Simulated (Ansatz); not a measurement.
Ansatz (an electronic-structure program) input (PBE0/def2-TZVP):

Ansatz 0.2 input:
```yaml
crystal:
  periodic: [false, false, false]
  atoms:
    - {symbol: C, position_ang: [-0.55982290, -0.38935176, -0.14055642]}
    - {symbol: C, position_ang: [0.69609575, -0.53485567, -0.05058747]}
    - {symbol: O, position_ang: [-0.12653497, 0.88358548, 0.18310703]}
    - {symbol: H, position_ang: [-1.54471547, -0.78451446, -0.32373956]}
    - {symbol: H, position_ang: [1.73935815, -0.73892478, 0.00574662]}
basis:
  gaussian:
    orbitals: def2-TZVP
hamiltonian:
  xc: {name: PBE0}
relax: {f_tol: 0.003, max_steps: 100}
```

Output:

```
Functional definition: PBE0
integrals: 0.02 GiB planned
599 factors; their error is unknown
mean field: 0.25 GiB planned
mean field evaluation 1: about -4142.6086 eV, gradient 4.0e1 eV
mean field evaluation 2: about -4139.4274 eV, gradient 5.8e1 eV
mean field evaluation 4: about -4145.8577 eV, gradient 2.7e0 eV
mean field evaluation 8: about -4145.8746 eV, gradient 4.7e-1 eV
mean field evaluation 16: about -4145.8749 eV, gradient 1.3e-5 eV
mean field -4145.87491854 eV, -152.3580930816 hartree, gradient 1.3e-5 eV, S^2 0.000000; 0 other end points of the search recorded, 0 dependent functions left out
the calculation of the forces begins
reference -4145.87493893 eV, -152.3580938309 hartree; 11, 11 occupied and 94, 94 virtual orbitals, 599 factors
relax step   1: F+E_penalty+E_count = -4145.87491854 eV  Δ(F+E_penalty+E_count) = +0.000e0 eV  max|allowed force component| = 6.117e-1 eV/Å  Δτ_max = 0.0000 Å  (29 SCF iters, accepted)
these checks for a lower state are left out or cut short: starts, cluster_reference, orbital_swaps, neighbouring_geometries, increment
integrals: 0.02 GiB planned
599 factors; their error is unknown
mean field: 0.25 GiB planned
mean field -4145.88040368 eV, -152.3582946566 hartree, gradient 1.7e-5 eV, S^2 0.000000; 0 other end points of the search recorded, 0 dependent functions left out
the calculation of the forces begins
reference -4145.88042409 eV, -152.3582954067 hartree; 11, 11 occupied and 94, 94 virtual orbitals, 599 factors
relax step   2: F+E_penalty+E_count = -4145.88040368 eV  Δ(F+E_penalty+E_count) = -5.485e-3 eV  max|allowed force component| = 3.265e-1 eV/Å  Δτ_max = 0.0090 Å  (34 SCF iters, accepted)
these checks for a lower state are left out or cut short: starts, cluster_reference, orbital_swaps, neighbouring_geometries, increment
integrals: 0.02 GiB planned
599 factors; their error is unknown
mean field: 0.25 GiB planned
mean field evaluation 32: about -4145.8859 eV, gradient 1.7e-5 eV
mean field -4145.88590450 eV, -152.3584968080 hartree, gradient 1.7e-5 eV, S^2 0.000000; 0 other end points of the search recorded, 0 dependent functions left out
the calculation of the forces begins
reference -4145.88592496 eV, -152.3584975600 hartree; 11, 11 occupied and 94, 94 virtual orbitals, 599 factors
relax step   3: F+E_penalty+E_count = -4145.88590450 eV  Δ(F+E_penalty+E_count) = -5.501e-3 eV  max|allowed force component| = 3.063e-1 eV/Å  Δτ_max = 0.0196 Å  (33 SCF iters, accepted)
these checks for a lower state are left out or cut short: starts, cluster_reference, orbital_swaps, neighbouring_geometries, increment
integrals: 0.02 GiB planned
599 factors; their error is unknown
mean field: 0.25 GiB planned
mean field -4145.88821313 eV, -152.3585816485 hartree, gradient 1.6e-5 eV, S^2 0.000000; 0 other end points of the search recorded, 0 dependent functions left out
the calculation of the forces begins
reference -4145.88823362 eV, -152.3585824015 hartree; 11, 11 occupied and 94, 94 virtual orbitals, 599 factors
relax step   4: F+E_penalty+E_count = -4145.88821313 eV  Δ(F+E_penalty+E_count) = -2.309e-3 eV  max|allowed force component| = 3.484e-1 eV/Å  Δτ_max = 0.0100 Å  (34 SCF iters, accepted)
these checks for a lower state are left out or cut short: starts, cluster_reference, orbital_swaps, neighbouring_geometries, increment
integrals: 0.02 GiB planned
599 factors; their error is unknown
mean field: 0.25 GiB planned
mean field -4145.89862693 eV, -152.3589643486 hartree, gradient 2.6e-5 eV, S^2 0.000000; 0 other end points of the search recorded, 0 dependent functions left out
the calculation of the forces begins
reference -4145.89864746 eV, -152.3589651031 hartree; 11, 11 occupied and 94, 94 virtual orbitals, 599 factors
relax step   5: F+E_penalty+E_count = -4145.89862693 eV  Δ(F+E_penalty+E_count) = -1.041e-2 eV  max|allowed force component| = 5.015e-1 eV/Å  Δτ_max = 0.0462 Å  (40 SCF iters, accepted)
these checks for a lower state are left out or cut short: starts, cluster_reference, orbital_swaps, neighbouring_geometries, increment
integrals: 0.02 GiB planned
599 factors; their error is unknown
mean field: 0.25 GiB planned
mean field -4145.85642616 eV, -152.3574134991 hartree, gradient 1.5e-5 eV, S^2 0.000000; 0 other end points of the search recorded, 0 dependent functions left out
the calculation of the forces begins
reference -4145.85644692 eV, -152.3574142618 hartree; 11, 11 occupied and 94, 94 virtual orbitals, 599 factors
relax step   6: F+E_penalty+E_count = -4145.85642616 eV  Δ(F+E_penalty+E_count) = +4.220e-2 eV  max|allowed force component| = 3.143e0 eV/Å  Δτ_max = 0.0570 Å  (38 SCF iters, rejected (line search))
these checks for a lower state are left out or cut short: starts, cluster_reference, orbital_swaps, neighbouring_geometries, increment
integrals: 0.02 GiB planned
599 factors; their error is unknown
mean field: 0.25 GiB planned
mean field evaluation 64: about -4145.9078 eV, gradient 8.5e-3 eV
mean field -4145.90782468 eV, -152.3593023599 hartree, gradient 2.6e-5 eV, S^2 0.000000; 0 other end points of the search recorded, 0 dependent functions left out
the calculation of the forces begins
reference -4145.90784532 eV, -152.3593031182 hartree; 11, 11 occupied and 94, 94 virtual orbitals, 599 factors
relax step   7: F+E_penalty+E_count = -4145.90782468 eV  Δ(F+E_penalty+E_count) = -9.198e-3 eV  max|allowed force component| = 1.870e-1 eV/Å  Δτ_max = 0.0284 Å  (33 SCF iters, accepted)
these checks for a lower state are left out or cut short: starts, cluster_reference, orbital_swaps, neighbouring_geometries, increment
integrals: 0.02 GiB planned
599 factors; their error is unknown
mean field: 0.25 GiB planned
mean field -4145.90972044 eV, -152.3593720275 hartree, gradient 1.7e-5 eV, S^2 0.000000; 0 other end points of the search recorded, 0 dependent functions left out
the calculation of the forces begins
reference -4145.90974114 eV, -152.3593727882 hartree; 11, 11 occupied and 94, 94 virtual orbitals, 599 factors
relax step   8: F+E_penalty+E_count = -4145.90972044 eV  Δ(F+E_penalty+E_count) = -1.896e-3 eV  max|allowed force component| = 2.622e-2 eV/Å  Δτ_max = 0.0214 Å  (32 SCF iters, accepted)
these checks for a lower state are left out or cut short: starts, cluster_reference, orbital_swaps, neighbouring_geometries, increment
integrals: 0.02 GiB planned
599 factors; their error is unknown
mean field: 0.25 GiB planned
mean field -4145.90968440 eV, -152.3593707030 hartree, gradient 1.7e-5 eV, S^2 0.000000; 0 other end points of the search recorded, 0 dependent functions left out
the calculation of the forces begins
reference -4145.90970510 eV, -152.3593714639 hartree; 11, 11 occupied and 94, 94 virtual orbitals, 599 factors
relax step   9: F+E_penalty+E_count = -4145.90968440 eV  Δ(F+E_penalty+E_count) = +3.604e-5 eV  max|allowed force component| = 4.464e-2 eV/Å  Δτ_max = 0.0035 Å  (32 SCF iters, rejected (line search))
these checks for a lower state are left out or cut short: starts, cluster_reference, orbital_swaps, neighbouring_geometries, increment
integrals: 0.02 GiB planned
599 factors; their error is unknown
mean field: 0.25 GiB planned
mean field -4145.90972954 eV, -152.3593723622 hartree, gradient 1.7e-5 eV, S^2 0.000000; 0 other end points of the search recorded, 0 dependent functions left out
the calculation of the forces begins
reference -4145.90975025 eV, -152.3593731230 hartree; 11, 11 occupied and 94, 94 virtual orbitals, 599 factors
relax step  10: F+E_penalty+E_count = -4145.90972954 eV  Δ(F+E_penalty+E_count) = -9.108e-6 eV  max|allowed force component| = 1.675e-4 eV/Å  Δτ_max = 0.0015 Å  (32 SCF iters, accepted)
integrals: 0.02 GiB planned
599 factors; their error is unknown
mean field: 0.25 GiB planned
mean field evaluation 96: about -4141.1886 eV, gradient 5.0e1 eV
mean field -4145.90972954 eV, -152.3593723622 hartree, gradient 1.7e-5 eV, S^2 0.000000; 1 other end points of the search recorded, 0 dependent functions left out
the calculation of the forces begins
reference -4145.90975025 eV, -152.3593731230 hartree; 11, 11 occupied and 94, 94 virtual orbitals, 599 factors
Total energy: -4145.90975025 eV, -152.3593731230 hartree
Atom 0 at    -0.579341    -0.460384    -0.158148 Å, force    -0.000143    -0.000086    -0.000124 eV/Å
Atom 1 at     0.673469    -0.430085    -0.029620 Å, force     0.000109     0.000095     0.000090 eV/Å
Atom 2 at    -0.013984     0.862849     0.189460 Å, force     0.000168     0.000004     0.000024 eV/Å
Atom 3 at    -1.577736    -0.808080    -0.332171 Å, force     0.000001    -0.000051     0.000030 eV/Å
Atom 4 at     1.701972    -0.728361     0.004449 Å, force    -0.000134     0.000039    -0.000020 eV/Å
Dipole moment:     0.022133    -0.476121    -0.103147 e Å
```
